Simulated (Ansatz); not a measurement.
Cost and result for the atomization energy of AlBFH$_{5}$Si (`F[B]([AlH2])[SiH3]`) (9 atoms, 8 bonds).

```xyz
9

F    -2.1352   -0.0839   -0.4208
B    -0.8524    0.0181   -0.0770
Al   -0.3122    0.9557    1.8042
Si    0.5546   -0.7360   -1.3628
H    -0.0258    2.5204    1.8778
H    -0.1110    0.0866    3.1232
H     1.2628   -1.8465   -0.6596
H     0.0461   -1.2397   -2.6688
H     1.5732    0.3254   -1.6160
```

Total charge 0; spin multiplicity 1. The structure was optimised at the PBE0-D4/def2-TZVP level. Program: Ansatz. All runs use 2 threads of an Arm Neoverse V1 on a shared host. Times are those of one run each, without the atoms' runs, and a repeat can differ threefold. Electronic energies, without spin–orbit coupling; frozen cores. CCSD(T)/CBS adds CCSD(T) − MP2 in def2-TZVPP to the MP2 limit, and its time is that of the two runs behind it. T1 = 0.015.

CCSD(T)/CBS is a level of theory with its own doubt, some kJ/mol a heavy atom from the limit and from the frozen cores, so smaller differences don't rank the functionals.

```
                           level  functions  wall time  atomization (kJ/mol)  difference from CCSD(T)/CBS  per bond
            revPBE-D4/def2-TZVPP        216      2.6 s                2626.0                        -47.3      -5.9
              BLYP-D4/def2-TZVPP        216      2.8 s                2658.7                        -14.6      -1.8
                CCSD(T)/def2-SVP         89      2.8 s                2530.0                       -143.3     -17.9
 PBE-D4/def2-TZVPP (with forces)        216      3.1 s                2676.1                          2.8       0.4
         CAM-B3LYP-D4/def2-TZVPP        216      3.9 s                2694.0                         20.7       2.6
               B2PLYP/def2-TZVPP        216        6 s                2642.9                        -30.4      -3.8
           r2SCANh-D4/def2-TZVPP        216      6.5 s                2674.5                          1.2       0.2
             PBE-QIDH/def2-TZVPP        216        7 s                2643.4                        -29.9      -3.7
               B97M-V/def2-TZVPP        216       13 s                2717.7                         44.4       5.6
ωB97M-V/def2-TZVPP (with forces)        216       16 s                2680.3                          7.0       0.9
                  MP2/def2-QZVPP        404       22 s                2659.3                        -14.0      -1.8
              CCSD(T)/def2-TZVPP        216       74 s                2608.6                        -64.7      -8.1
               CCSD(T)/CBS(def2)          –       95 s                2673.3                          0.0       0.0
```

From BLYP to BHLYP (50 % exact exchange), in def2-TZVPP and without D4, the atomization energy moves by −13.0 kJ/mol: exact exchange takes away binding that semilocal exchange gives to molecules. In def2-TZVPP, CCSD(T) changes the Hartree–Fock value by +550.3 kJ/mol (the triples alone add +27.6 kJ/mol) and MP2 by +562.3 kJ/mol; breaking electron pairs costs correlation energy, which Hartree–Fock lacks. The D4 term adds +25.6 kJ/mol with B3LYP and +13.5 kJ/mol with PBE0; it sums over pairs of atoms, weighted by their polarisabilities, and B3LYP, whose exchange is more repulsive, gets the larger term.

B3LYP here is the variant with VWN-RPA as its local correlation; programs differ in this.
